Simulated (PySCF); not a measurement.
**Two-dimensional NMR puzzle**

Compound of formula C$_{5}$H$_{8}$O$_{2}$. Correlations simulated from computed shifts and the bond graph:

HSQC (one-bond C–H):
```tsv
δH	δC
6.81	158.5
4.33	89.6
4.14	89.6
4.06	74.6
2.43	31.2
```

COSY cross peaks (H two or three bonds apart, from the bond graph; peaks can be absent where the dihedral angle is near 90°):
```tsv
δH	δH
6.81	4.33
6.81	4.14
4.33	4.14
```

HMBC (two and three bonds, from the bond graph):
```tsv
δH	δC
6.81	89.6, 74.6
4.33	158.5
4.14	158.5
4.06	211.9, 158.5, 31.2
2.43	211.9, 74.6
```

Carbons without hydrogens: δ 211.9.

Isolated molecule, single conformer, relativity neglected, averaged over atoms made equivalent by symmetry, fast rotation or ring inversion. Shieldings: GIAO PBE0/pcSseg-1; GFN2-xTB geometry; PySCF 2.14.

Referencing at the same level of theory: ¹H and ¹³C against TMS.

Exchangeable hydrogens are left out of these lists.

Problem. Assemble the structure.

Solution. SMILES C=COCC(C)=O.

Atoms are numbered as in `[CH2:1]=[CH:2][O:3][CH2:4][C:5]([CH3:6])=[O:7]` (H(Xn): hydrogen on atom n). Ha(C1) is cis to O3; Hb(C1) is trans to O3.

- δC 211.9 is C5, a ketone carbonyl carbon.
- δC 158.5 is C2, an alkene carbon bearing oxygen (δH 6.81).
- δC 89.6 is C1, a β carbon of an enol-ether or enamine type C=C (δH 4.14, 4.33).
- δC 74.6 is C4, an sp3 CH2 bonded to O, α to a carbonyl (δH 4.06).
- δC 31.2 is C6, a methyl carbon α to a carbonyl (δH 2.43).
- HMBC from δH 4.06 reaches the proton-free carbon C5.
- HMBC from δH 2.43 reaches the proton-free carbon C5.
- COSY links 6.81–4.33, 6.81–4.14, 4.33–4.14.

The data come from this structure; uniqueness wasn't tested.

Shifts are as computed. Against solution values, carbons near 30 ppm lie about +3 ppm off and those near 130 ppm about +5 ppm. Of 1211 compounds with measured shifts, 218 miss one by over three times the rms of a fit or turn the order of signals round; such compounds aren't used in these exercises.
